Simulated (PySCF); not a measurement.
Ca2: a base run and its variants

Base input, run as `OMP_NUM_THREADS=1 python input.py` with PySCF 2.14:

```python
from pyscf import gto, dft

mol = gto.M(
    atom='Ca 0 0 0; Ca 0 0 3.18',
    basis='sapporo-dkh3-dzp-2012',
    charge=0,
    spin=0,
    verbose=3,
)
mf = dft.RKS(mol, xc='x3lyp')
mf = mf.sfx2c1e()
mf.kernel()
g = mf.nuc_grad_method()
g.grid_response = True
g.kernel()
mf.dip_moment()
print('orbital energies (hartree):', mf.mo_energy[..., max(0, mol.nelec[1]-3):mol.nelec[0]+3].round(4))
```

Base result: E(SCF) = -1360.786034 Eh, μz(SCF) = 0.00 D, gradient on the second atom -0.0402 Eh/bohr. Stability towards an unrestricted solution was not tested. The bond length is a typed value, not an optimised one.

Hardware: Arm Neoverse V1, 1 thread, shared host. Wall time 4 s, peak memory 0.3 GiB.

Each row names what differs from the base; energies in brackets are changes from the base.

| change | result | wall time (s) |
| --- | --- | --- |
| step after the SCF: gradient → polarizability | E(SCF) = -1360.786034 Eh (+0.0000 eV), μz(SCF) = 0.00 D, α(xx, yy, zz) = 172.3, 172.3, 413.3 bohr³ | 4.4 |
| charge: 0 → -1; spin (2S): 0 → 1; SCF type: RKS → UKS [another spin of the ion may lie lower] [no diffuse functions for the anion] | E(SCF) = -1360.789064 Eh (-0.0825 eV), ⟨S²⟩ = 0.752, gradient on the second atom -0.0298 Eh/bohr | 5.6 |
| basis set: sapporo-dkh3-dzp-2012 → pcseg-1; spin-free X2C: on → off | E(SCF) = -1354.864368 Eh, μz(SCF) = 0.00 D, gradient on the second atom -0.0388 Eh/bohr | 5 |
| spin (2S): 0 → 4; SCF type: RKS → UKS [a high spin state] | E(SCF) = -1360.670925 Eh (+3.1323 eV), ⟨S²⟩ = 6.000, μz(SCF) = 0.00 D, gradient on the second atom -0.0211 Eh/bohr | 5.2 |
| step after the SCF: gradient → tddft; number of roots: default → 5 | E(SCF) = -1360.786034 Eh (+0.0000 eV), μz(SCF) = 0.00 D, first singlet excitations without spin–orbit coupling 1.39, 1.39, 2.47, 2.97, 2.97 eV | 18 |
| integration grid: default → (99, 590) | E(SCF) = -1360.786035 Eh (+0.0000 eV), μz(SCF) = 0.00 D, gradient on the second atom -0.0402 Eh/bohr | 4.4 |
| functional: x3lyp → pbesol | E(SCF) = -1358.696988 Eh, μz(SCF) = 0.00 D, gradient on the second atom -0.0385 Eh/bohr | 3.8 |
| spin (2S): 0 → 2; SCF type: RKS → UKS [a high spin state] | E(SCF) = -1360.753098 Eh (+0.8962 eV), ⟨S²⟩ = 2.009, μz(SCF) = 0.00 D, gradient on the second atom -0.0238 Eh/bohr | 5.4 |
| smearing width (hartree): none → 0.2; step after the SCF: gradient → none [unsound on purpose] | E(SCF) = -1359.772632 Eh (+27.5761 eV), μz(SCF) = 0.00 D | 3.5 |
| PCM solvent, dielectric constant: none → 32.6 | E(SCF) = -1360.787883 Eh (-0.0503 eV), μz(SCF) = 0.00 D, gradient on the second atom -0.0389 Eh/bohr | 6.2 |
| geometry: bond 3.18 → bond 3.975 | E(SCF) = -1360.814956 Eh (-0.7870 eV), μz(SCF) = 0.00 D, gradient on the second atom -0.0062 Eh/bohr | 3.8 |
| Cartesian functions: off → on | E(SCF) = -1360.788040 Eh (-0.0546 eV), μz(SCF) = 0.00 D, gradient on the second atom -0.0402 Eh/bohr | 4 |
| integration grid: default → (50, 194) | E(SCF) = -1360.786016 Eh (+0.0005 eV), μz(SCF) = 0.00 D, gradient on the second atom -0.0402 Eh/bohr | 3 |
| basis set: sapporo-dkh3-dzp-2012 → 3-21g; spin-free X2C: on → off | E(SCF) = -1348.296821 Eh, μz(SCF) = 0.00 D, gradient on the second atom -0.0436 Eh/bohr | 2.1 |
| length unit: angstrom → bohr [unsound on purpose] | E(SCF) = -1360.219228 Eh (+15.4236 eV), μz(SCF) = 0.00 D, gradient on the second atom -0.5559 Eh/bohr | 4.7 |
| basis set: sapporo-dkh3-dzp-2012 → cc-pvdz; spin-free X2C: on → off | E(SCF) = -1355.020363 Eh, μz(SCF) = 0.00 D, gradient on the second atom -0.0376 Eh/bohr | 6.4 |
| step after the SCF: gradient → frequency; SCF type: RKS → RHF; functional: x3lyp → none (Hartree–Fock) [not at a minimum] | E(SCF) = -1359.183735 Eh, μz(SCF) = 0.00 D, wavenumbers 238 cm⁻¹ | 15 |
| step after the SCF: gradient → mp2; SCF type: RKS → RHF; functional: x3lyp → none (Hartree–Fock); frozen orbitals: default → 10 | E(SCF) = -1359.183735 Eh, E(MP2) − E(SCF) = -0.42425 Eh, μz(SCF) = 0.00 D | 1.3 |
| geometry: bond 3.18 → bond 3.275 | E(SCF) = -1360.792620 Eh (-0.1792 eV), μz(SCF) = 0.00 D, gradient on the second atom -0.0333 Eh/bohr | 3.9 |
| step after the SCF: gradient → cisd; SCF type: RKS → RHF; functional: x3lyp → none (Hartree–Fock); frozen orbitals: default → 0 | E(SCF) = -1359.183735 Eh, E(CISD) − E(SCF) = -0.43795 Eh, μz(SCF) = 0.00 D | 3.9 |
| PCM solvent, dielectric constant: none → 20.5 | E(SCF) = -1360.787837 Eh (-0.0491 eV), μz(SCF) = 0.00 D, gradient on the second atom -0.0389 Eh/bohr | 6.1 |

**Question.** Order these changes by how far they move the SCF energy from the base, largest first: (1) Cartesian functions: off → on; (2) PCM solvent, dielectric constant: none → 32.6; (3) geometry: bond 3.18 → bond 3.275; (4) geometry: bond 3.18 → bond 3.975.

**Answer.** (4) -0.7870 eV, (3) -0.1792 eV, (1) -0.0546 eV, (2) -0.0503 eV.
